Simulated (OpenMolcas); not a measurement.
# N, P, As, Sb, Bi: ns² np³ down the group

```yaml
Program: OpenMolcas
Method: SS-CASPT2, IPEA 0.25 Eh, imaginary shift 0.1 Eh
Basis: ANO-RCC-VQZP
Scalar_Hamiltonian: DKH2, point nucleus
Spin-orbit_coupling: state interaction with AMFI integrals over the reference wave functions, term energies averaged over their components
```

Active space for each ion: 5 electrons in 8 orbitals (s p s p); closed shells correlated by CASPT2: N 1s; P 2s 2p; As 3d; Sb 4d; Bi 5d.

Computed levels in cm-1 above ⁴S°_3/2:

| Level | N | P | As | Sb | Bi |
| --- | --- | --- | --- | --- | --- |
| ²D°_3/2 | 19690 | 11920 | 11250 | 9600 | 10250 |
| ²D°_5/2 | 19690 | 11940 | 11520 | 10670 | 14280 |
| ²P°_1/2 | 29000 | 18990 | 18690 | 17920 | 21420 |
| ²P°_3/2 | 29000 | 19000 | 18990 | 19300 | 29880 |
| weight of ⁴S° in the lowest level (%) | 100 | 100 | 100 | 97 | 70 |

Mixed levels, with the weight of the term that names them: Bi ⁴S°_3/2 (70 %), Bi ²D°_3/2 (66 %), Bi ²P°_3/2 (68 %).

Measured, with the error of the calculation in %. Measured levels: N, P, As, Sb, Bi from NIST Handbook of Basic Atomic Spectroscopic Data.

| Level | N | P | As | Sb | Bi |
| --- | --- | --- | --- | --- | --- |
| ²D°_3/2 | 19233 (+2.4) | 11361 (+4.9) | 10593 (+6.2) | 8512 (+12.7) | 11419 (-10.3) |
| ²D°_5/2 | 19224 (+2.4) | 11377 (+4.9) | 10915 (+5.6) | 9854 (+8.3) | 15438 (-7.5) |
| ²P°_1/2 | 28839 (+0.5) | 18723 (+1.4) | 18186 (+2.7) | 16395 (+9.3) | 21661 (-1.1) |
| ²P°_3/2 | 28839 (+0.6) | 18748 (+1.4) | 18648 (+1.8) | 18464 (+4.5) | 33165 (-9.9) |

Without spin-orbit coupling ²D° lies 19690, 11930, 11430, 10230, 9660 cm-1 above ⁴S° in that order; the difference to the level ²D°_3/2, of either sign, comes from spin-orbit coupling, which also lowers the zero.

CASPT2 does not keep the components of a term degenerate, so their means are used; among the terms shown or strongly mixed into the levels shown the widest spread is 160 cm-1 (6s² 6p³ ²D°, Bi). Active for correlation alone: 3p 3s; no level in the range computed is led by a configuration that fills them, so any true level of that kind is missing (holds for N). The run also gave levels led by 3s² 3p² 4s, which use shells meant for correlation; these and all levels above them are left out (holds for P). No level of 3s 3p⁴ was computed, though it lies in the active space (holds for P). The run also gave levels led by 4s² 4p² 5s, which use shells meant for correlation; these and all levels above them are left out (holds for As). Active for correlation alone: 6p 6s; no level in the range computed is led by a configuration that fills them, so any true level of that kind is missing (holds for Sb). Active for correlation alone: 7p 7s; no level in the range computed is led by a configuration that fills them, so any true level of that kind is missing (holds for Bi). Computed and measured levels are paired by configuration, term and J; levels that our copy of the source lacks, or whose pairing is in doubt (as where it misses far off the trend of its configuration), stay unpaired and out of the deviations. Only configurations of the active space appear.

° marks odd parity.
